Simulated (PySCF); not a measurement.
## How methods differ on the excitation energy of P⁺

P⁺ [Ne] 3s2 3p2 (3P) → P⁺ [Ne] 3s1 3p3, s spin flipped, as a difference of total energies. Calculation: PySCF 2.14, in aug-cc-pV(T+d)Z; no relativity, point nucleus. Correlated levels: valence: [Ne] frozen. The calculations carry no spin-orbit coupling.

| method | excitation energy (eV) |
| --- | --- |
| UHF | 12.168 |
| MP2 (valence) | 10.449 |
| SCS-MP2 (valence) | 10.343 |

How much does correlation contribute at MP2 (valence)?

10.449 − (12.168) = -1.719 eV, measured against UHF.

The upper determinant mixes two multiplicities, so it lies between the two terms.

The coupled-cluster amplitudes are large for the upper state (T1 above 0.03 or a double amplitude above 0.15), so a single reference is strained.
